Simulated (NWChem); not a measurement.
Program: NWChem. System: Cl$_{3}$In, charge 0, spin multiplicity 1, displaced from the optimised geometry. The structure started from a generated list of species.

The NWChem input:

```
start mol
memory heap 200 mb stack 900 mb global 1100 mb
geometry units angstroms nocenter noautoz
  In     0.000000     0.000000    -0.000001
  Cl     0.000000     0.000000     2.367318
  Cl    -2.050157     0.000000    -1.183658
  Cl     2.050157     0.000000    -1.183658
  symmetry group C2v
end
basis spherical
  * library def2-svp
end
ecp
  In library def2-ecp
end
dft
  xc xpbe96 cpbe96
  semidirect memsize 60000000 filesize 0
  iterations 100
  convergence nodiis damp 40
end
task dft gradient
```

The output up to the point where the run's verdict is printed (cleaned and shortened):

```
             Northwest Computational Chemistry Package (NWChem) 7.3.0
             --------------------------------------------------------

                                NWChem Input Module
                                -------------------

 Scaling coordinates for geometry "geometry" by  1.889725989
 (inverse scale =  0.529177249)

 Turning off AUTOSYM since
 SYMMETRY directive was detected!

                             Geometry "geometry" -> ""
                             -------------------------

 Output coordinates in angstroms (scale by  1.889725989 to convert to a.u.)

  No.       Tag          Charge          X              Y              Z
 ---- ---------------- ---------- -------------- -------------- --------------
    1 In                  49.0000     0.00000000     0.00000000    -0.00000100
    2 Cl                  17.0000     0.00000000     0.00000000     2.36731800
    3 Cl                  17.0000    -2.05015700     0.00000000    -1.18365800
    4 Cl                  17.0000     2.05015700     0.00000000    -1.18365800

 Effective nuclear repulsion energy (a.u.)     670.5059296834

            Nuclear Dipole moment (a.u.)
            ----------------------------
        X                 Y               Z
 ---------------- ---------------- ----------------
     0.0000000000     0.0000000000    -0.0000283459

      Symmetry information
      --------------------

 Group name             C2v
 Group number             16
 Group order               4
 No. of unique centers     3

      Symmetry unique atoms

     1    2    3


 Summary of "ao basis" -> "" (spherical)
 ------------------------------------------------------------------------------
       Tag                 Description            Shells   Functions and Types
 ---------------- ------------------------------  ------  ---------------------
 *                          def2-svp                  on all atoms

 Summary of "ao basis" -> "ao basis" (spherical)
 ------------------------------------------------------------------------------
       Tag                 Description            Shells   Functions and Types
[...]
 d= 0,ls=0.5         52  -1139.9026228424  1.96D+01  6.62D-01               4.5
 d= 0,ls=0.5         53  -1159.5007512066 -1.96D+01  6.62D-01               4.6
 d= 0,ls=0.5         54  -1139.9026228424  1.96D+01  6.62D-01               4.7
 d= 0,ls=0.5         55  -1159.5007512066 -1.96D+01  6.62D-01               4.7
 d= 0,ls=0.5         56  -1139.9026228424  1.96D+01  6.62D-01               4.8
 d= 0,ls=0.5         57  -1159.5007512066 -1.96D+01  6.62D-01               4.9
 d= 0,ls=0.5         58  -1139.9026228424  1.96D+01  6.62D-01               5.0
 d= 0,ls=0.5         59  -1159.5007512066 -1.96D+01  6.62D-01               5.0
 d= 0,ls=0.5         60  -1139.9026228424  1.96D+01  6.62D-01               5.1
 d= 0,ls=0.5         61  -1159.5007512066 -1.96D+01  6.62D-01               5.2
 d= 0,ls=0.5         62  -1139.9026228424  1.96D+01  6.62D-01               5.3
 d= 0,ls=0.5         63  -1159.5007512066 -1.96D+01  6.62D-01               5.3
 d= 0,ls=0.5         64  -1139.9026228424  1.96D+01  6.62D-01               5.4
 d= 0,ls=0.5         65  -1159.5007512066 -1.96D+01  6.62D-01               5.5
 d= 0,ls=0.5         66  -1139.9026228424  1.96D+01  6.62D-01               5.6
 d= 0,ls=0.5         67  -1159.5007512066 -1.96D+01  6.62D-01               5.7
 d= 0,ls=0.5         68  -1139.9026228424  1.96D+01  6.62D-01               5.7
 d= 0,ls=0.5         69  -1159.5007512066 -1.96D+01  6.62D-01               5.8
 d= 0,ls=0.5         70  -1139.9026228424  1.96D+01  6.62D-01               5.9
 d= 0,ls=0.5         71  -1159.5007512066 -1.96D+01  6.62D-01               6.0
 d= 0,ls=0.5         72  -1139.9026228424  1.96D+01  6.62D-01               6.0
 d= 0,ls=0.5         73  -1159.5007512066 -1.96D+01  6.62D-01               6.1
 d= 0,ls=0.5         74  -1139.9026228424  1.96D+01  6.62D-01               6.2
 d= 0,ls=0.5         75  -1159.5007512066 -1.96D+01  6.62D-01               6.3
 d= 0,ls=0.5         76  -1139.9026228424  1.96D+01  6.62D-01               6.3
 d= 0,ls=0.5         77  -1159.5007512066 -1.96D+01  6.62D-01               6.4
 d= 0,ls=0.5         78  -1139.9026228424  1.96D+01  6.62D-01               6.5
 d= 0,ls=0.5         79  -1159.5007512066 -1.96D+01  6.62D-01               6.6
 d= 0,ls=0.5         80  -1139.9026228424  1.96D+01  6.62D-01               6.6
 d= 0,ls=0.5         81  -1159.5007512066 -1.96D+01  6.62D-01               6.7
 d= 0,ls=0.5         82  -1139.9026228424  1.96D+01  6.62D-01               6.8
 d= 0,ls=0.5         83  -1159.5007512066 -1.96D+01  6.62D-01               6.9
 d= 0,ls=0.5         84  -1139.9026228424  1.96D+01  6.62D-01               6.9
 d= 0,ls=0.5         85  -1159.5007512066 -1.96D+01  6.62D-01               7.0
 d= 0,ls=0.5         86  -1139.9026228424  1.96D+01  6.62D-01               7.1
 d= 0,ls=0.5         87  -1159.5007512066 -1.96D+01  6.62D-01               7.2
 d= 0,ls=0.5         88  -1139.9026228424  1.96D+01  6.62D-01               7.2
 d= 0,ls=0.5         89  -1159.5007512066 -1.96D+01  6.62D-01               7.3
 d= 0,ls=0.5         90  -1139.9026228424  1.96D+01  6.62D-01               7.4
 d= 0,ls=0.5         91  -1159.5007512066 -1.96D+01  6.62D-01               7.5
 d= 0,ls=0.5         92  -1139.9026228424  1.96D+01  6.62D-01               7.6
 d= 0,ls=0.5         93  -1159.5007512066 -1.96D+01  6.62D-01               7.6
 d= 0,ls=0.5         94  -1139.9026228424  1.96D+01  6.62D-01               7.7
 d= 0,ls=0.5         95  -1159.5007512066 -1.96D+01  6.62D-01               7.8
 d= 0,ls=0.5         96  -1139.9026228424  1.96D+01  6.62D-01               7.9
 d= 0,ls=0.5         97  -1159.5007512066 -1.96D+01  6.62D-01               7.9
 d= 0,ls=0.5         98  -1139.9026228424  1.96D+01  6.62D-01               8.0
 d= 0,ls=0.5         99  -1159.5007512066 -1.96D+01  6.62D-01               8.1
 d= 0,ls=0.5        100  -1139.9026228424  1.96D+01  6.62D-01               8.2
```

Convergence was not reached. The next line reads: Calculation failed to converge. NWChem stopped with the message: dft gradient failed.
